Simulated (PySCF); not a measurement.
C6H7N.
Cartesian coordinates in Å at the PBE0-D3(BJ)/def2-SVP level; atoms count from 1:
```xyz
14
C6H7N angstrom
N      2.7101    1.2497   -0.2160
C      1.6865    0.7631    0.0306
C      0.4160    0.1836    0.3333
C     -0.8139    0.9585    0.8151
C     -1.7086    0.0760   -0.0939
C     -0.4766   -0.6897   -0.5604
C      0.2415   -1.2880    0.5965
H     -0.9935    0.9171    1.9005
H     -0.7961    2.0086    0.4963
H     -2.1823    0.6554   -0.8974
H     -2.4809   -0.5313    0.4041
H     -0.2675   -1.0008   -1.5862
H     -0.3072   -1.5956    1.4941
H      1.1073   -1.9074    0.3516
```

Theory: PySCF 2.14.0, density-fitted response routines, TDDFT wB97X-D/def2-SVPD, vertical, gas phase, core orbitals frozen in the response.

Computed states:

```
state  E (eV)       f
   S1    6.74  0.0095
   S2    7.27   0.061
   S3    7.59   0.029
   S4    7.80   0.019
   S5    8.31   0.023
   S6    8.55   0.148
   S7    8.63   0.022
   S8    8.68   0.020
   S9    8.75   0.013
  S10    8.95   0.103
```

Broadening: Gaussians 0.4 eV wide at half height, area fixed by f = 4.319×10⁻⁹ ∫ε dν̃. The width is an assumption, not a result. The curve ends short of the highest state used, and states not computed would add to its high-energy end.

**Question.** What does the envelope look like, and where are its maxima?

**Answer.** 
```csv
λ (nm),ε (L mol⁻¹ cm⁻¹)
148.5,6985
149.7,4612
151.0,2780
152.2,1741
153.5,1185
154.7,1073
156.0,1261
157.2,1606
158.4,2014
159.7,2437
160.9,2760
162.2,3030
163.4,3243
164.7,3495
165.9,3787
167.2,4147
168.4,4428
169.6,4543
170.9,4378
172.1,3945
173.4,3256
174.6,2546
175.9,1838
177.1,1328
178.3,984
179.6,782
180.8,706
182.1,687
183.3,681
184.6,656
185.8,604
187.1,520
188.3,427
189.5,331
190.8,236
192.0,163
193.3,104
194.5,65
195.8,37
197.0,21
198.2,11
199.5,6
200.7,3
202.0,1
```

Maxima: 170 nm (7.31 eV), ε about 4500, made up of S2 (88%) and S3 (11%) (ε in L mol⁻¹ cm⁻¹; maxima over ε = 5, shares over 10%). At its high-energy end, 8.35 eV, the curve is still rising (ε about 7000, from S5 and S6).

**Question.** Coming from long wavelengths, where does ε first pass 100 L mol⁻¹ cm⁻¹?

**Answer.** At about 193 nm (6.41 eV), 0.33 eV below S1.

**Question.** On this curve, what absorbance would a 10⁻³ mol/L sample give at 193 nm over a 1 cm path?

**Answer.** 193 nm is 6.424 eV, where ε is about 120 L mol⁻¹ cm⁻¹, so A = ε c l ≈ 0.12 (Beer–Lambert, with the gas-phase spectrum and the assumed width).

**Question.** What would ε be at 7.31 eV, the highest of these maxima, with half the width (0.2 eV)?

**Answer.** About 7540 L mol⁻¹ cm⁻¹ against 4540, a factor of about 1.7; a lone state at its own centre would give exactly 2.

All these states lie below the vertical ionisation energy of 9.95 eV (ΔSCF).

The run took 94 s on one thread, Arm Neoverse V2 (shared host).
